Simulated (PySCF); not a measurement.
propylene glycol cation (C₃H₈O₂), SMILES CC(O)CO (connectivity only; charge and spin as stated), charge +1, multiplicity 2. Atoms are numbered in the order given.

```xyz
13

C      1.8340     0.1003     0.4313
C      0.4925     0.4703    -0.1280
O     -0.2575     1.3730     0.5353
C     -0.5114    -1.0625    -0.1802
O     -1.6400    -0.8458    -0.8559
H      2.4928     0.9945     0.3531
H      1.7851    -0.1964     1.4998
H      2.3123    -0.7121    -0.1472
H      0.4358     0.6728    -1.2182
H      0.0369     1.4668     1.4704
H      0.1816    -1.7077    -0.7534
H     -0.5966    -1.2852     0.9038
H     -2.3592    -0.4986    -0.2816
```
Charge +1, spin multiplicity 2.

The structure is a stationary point at PBE-D3(BJ)/def2-SVP. The spin state was assumed, not searched. The values are those of a single conformer.

All values below come from B3LYP/pcH-1 (PySCF).

Unrestricted Kohn–Sham, ⟨S²⟩ = 0.753. Hyperfine tensors hold the contact and dipolar terms, without spin-orbit corrections.

Computed hyperfine couplings:
```csv
nucleus,A(iso) (MHz),A(iso) (G),dipolar principal values (MHz)
13C no. 1,-1.6,-0.6,"-3.9, -3.7, 7.6"
13C no. 2,4.3,1.5,"-27.7, -25.8, 53.5"
17O no. 3,-19.5,-6.9,"-76.7, 37.6, 39.1"
13C no. 4,20.8,7.4,"-29.1, -26.7, 55.8"
17O no. 5,-22.4,-8.0,"-83.3, 41.0, 42.3"
1H no. 6,71.7,25.6,"-4.0, -0.3, 4.3"
1H no. 7,10.7,3.8,"-3.6, -2.5, 6.2"
1H no. 8,-1.9,-0.7,"-4.1, -1.5, 5.6"
1H no. 9,65.8,23.5,"-12.7, -1.4, 14.1"
1H no. 10,-17.3,-6.2,"-16.7, -6.8, 23.5"
1H no. 11,47.9,17.1,"-12.8, -3.1, 15.9"
1H no. 12,41.2,14.7,"-13.1, -1.5, 14.6"
1H no. 13,-18.3,-6.5,"-17.8, -6.4, 24.3"
```
